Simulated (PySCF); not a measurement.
Ge(H)3(PH2) (GeH5P), SMILES [PH2][GeH3].

Coordinates come from a B3LYP-D3(BJ)/def2-TZVP optimisation.

Vertical ionisation energy (IE) and electron affinity (EA) in eV. Rows of orbital energies are one-electron estimates. Where ΔSCF, EOM or ADC give a negative EA the extra electron is unbound and the value depends on the basis.

| level | IE | EA |
|---|---|---|
| −ε(HOMO), −ε(LUMO), ωB97X/def2-TZVPD (PySCF) | 9.81 | -1.58 |
| ADC(2)/aug-cc-pVDZ (PySCF) | 9.42 | -0.61 |

Problem. Beyond the first one, list the lowest photoelectron lines from ADC(2)/aug-cc-pVDZ in PySCF with their pole strengths (two spins summed). (Estimate from the structure and the level; the computed values follow.)

Solution. 11.07 eV (1.82), 11.95 eV (1.84), 12.40 eV (1.82), 13.45 eV (1.81), 17.72 eV (1.74).
